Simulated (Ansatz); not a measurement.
A nudged elastic band was laid between two geometries of CH$_{4}$BNOSi (9 atoms, charge 0, multiplicity 1).

Method: RKS PBE0-D4/def2-SVP in Ansatz.

```json
{
 "movable images": "7",
 "climbing image": "yes",
 "spring": "5.0 eV/Å²",
 "optimiser": "lbfgs",
 "start path": "IDPP",
 "force threshold": "0.05 eV/Å",
 "iteration limit": "60",
 "end points": "relaxed",
 "largest step": "0.02 Å"
}
```

Initial state:

```xyz
9
Properties=species:S:1:pos:R:3
O -0.586 0.186 -2.138
Si 0.145 -0.785 -0.989
B 0.297 0.123 0.779
C 0.085 1.050 1.882
N 0.918 0.077 2.085
H -1.404 0.612 -1.870
H 1.489 -1.116 -1.536
H -0.615 -2.060 -0.768
H -0.241 1.867 2.537
```

Final state:

```xyz
9
Properties=species:S:1:pos:R:3
O -0.478 -0.176 -2.238
Si 0.238 -0.861 -0.892
B 0.095 0.337 0.694
C 0.277 0.944 2.004
N -0.635 1.462 1.241
H -1.280 0.327 -2.070
H 1.659 -1.120 -1.257
H -0.394 -2.168 -0.515
H 0.608 1.208 3.016
```

(1) What changes between the two ends?

(2) What energy profile does the band end with?

(3) What is the geometry of the highest image?

The band took 59 iterations and of the order of 17 core-minutes.

Results:

(1) No bond is made or broken. The dihedral O1–Si2–B3–N5 goes from -166 to 19°.

(2) The run converged. The highest image is number 4 of 0 to 8, 1.7 kcal/mol above the first end and 2.1 kcal/mol above the last; the last end lies 0.4 kcal/mol below the first. The order of the stationary point at the top wasn't checked.

```
image  path coordinate (Å)  energy (kcal/mol)  dihedral O1–Si2–B3–N5 (°)
    0                 0.00                0.0                       -166
    1                 0.45                0.2                        173
    2                 0.91                0.8                        152
    3                 1.36                1.5                        129
    4                 1.81                1.7                        105
    5                 2.28                1.3                         82
    6                 2.74                0.5                         60
    7                 3.21               -0.2                         40
    8                 3.67               -0.4                         19
```

(3) 
```xyz
9
Properties=species:S:1:pos:R:3
O -0.893 -0.118 -2.033
Si 0.228 -0.779 -0.980
B 0.256 0.243 0.744
C 0.393 1.247 1.789
N -0.181 0.130 2.117
H -1.779 0.026 -1.690
H 1.534 -0.725 -1.694
H -0.081 -2.209 -0.659
H 0.611 2.140 2.388
```

The run took 9 min on 2 threads of Intel(R) Xeon(R) Platinum 8488C (Sapphire Rapids), with other jobs on the host, peak memory 0.21 GiB.
